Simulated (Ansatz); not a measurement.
The first iterations of a band of H3NOSSi (7 atoms, charge 0, multiplicity 1).

Level of theory: RKS PBE/def2-SVP in Ansatz.

```json
{"movable images": "5", "climbing image": "yes", "spring": "5.0 eV/Å²", "optimiser": "quadratic models (default)", "start path": "IDPP", "force threshold": "0.05 eV/Å", "iteration limit": "52", "end points": "relaxed"}
```

First end point:

```xyz
7
Properties=species:S:1:pos:R:3
N -0.811 1.233 0.519
Si 0.089 -0.049 0.140
O 1.063 -0.750 1.286
S 0.467 -1.270 -1.572
H -1.420 1.683 -0.173
H 1.003 -0.298 2.148
H -0.391 -0.550 -2.349
```

Last end point:

```xyz
7
Properties=species:S:1:pos:R:3
N -0.996 1.412 0.404
Si -0.012 0.141 0.287
O 0.831 -0.305 1.642
S 0.546 -1.238 -1.272
H -1.529 1.709 -0.421
H 1.420 -1.074 1.557
H -0.260 -0.646 -2.197
```

| iteration | highest image above the first end (eV) | largest band force component (eV/Å) |
| --- | --- | --- |
| 1 | 0.507 | 1.175 |
| 2 | 0.460 | 0.453 |

Q: Does the band converge within its limit, and where does its top end?

A: It converged. It ended after 7 iterations with the highest image 0.434 eV above the first end. A vibrational analysis at the climbing image gives 2 clearly imaginary modes (619i, 506i cm⁻¹): a point of higher order, so a lower path passes nearby.

Time of the run: 59 s on 1 thread of Intel(R) Xeon(R) Platinum 8488C (Sapphire Rapids) (shared host), peak memory 0.15 GiB.
